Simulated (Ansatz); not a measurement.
# How basis sets differ on C4H6F2Si (Si(vinyl)2F2)

C4H6F2Si has 13 atoms, charge 0, and is taken as a singlet. As SMILES, `C=C[Si](F)(F)C=C`. Geometry: relaxed at GFN2-xTB. This is one conformer, not always the lowest.

```xyz
13

Si   -0.4880    0.2489   -0.5235
C    -0.5778    0.2439    1.3524
C    -1.7118    0.2405    2.0390
H     0.3559    0.2399    1.9014
H    -2.6715    0.2435    1.5491
H    -1.7313    0.2334    3.1182
C     1.2383    0.2497   -1.2486
C     1.9878   -0.8305   -1.4162
H     1.6440    1.2084   -1.5470
H     1.6381   -1.8123   -1.1412
H     2.9764   -0.7849   -1.8456
F    -1.3082    1.4937   -1.1263
F    -1.3519   -0.9741   -1.1117
```

Quantity: the HOMO–LUMO gap, in eV. The values are calculated.

```
                          level          kind  program  value (eV)  CPU time
                      HF/STO-3G  Hartree–Fock   Ansatz       16.94     2.8 s
                       HF/3-21G  Hartree–Fock   Ansatz       14.26     3.9 s
HF/6-31G* (spherical functions)  Hartree–Fock   Ansatz       13.90      15 s
                    HF/def2-SVP  Hartree–Fock   Ansatz       13.78      19 s
```

The values span 13.78 to 16.94 eV. A Hartree–Fock LUMO above zero doesn't converge with the basis: it sinks as sets grow more diffuse. Orbital gaps aren't excitation energies. Times are those of the runs behind each value, whatever else they computed, on shared processors of several kinds: orders of magnitude only.
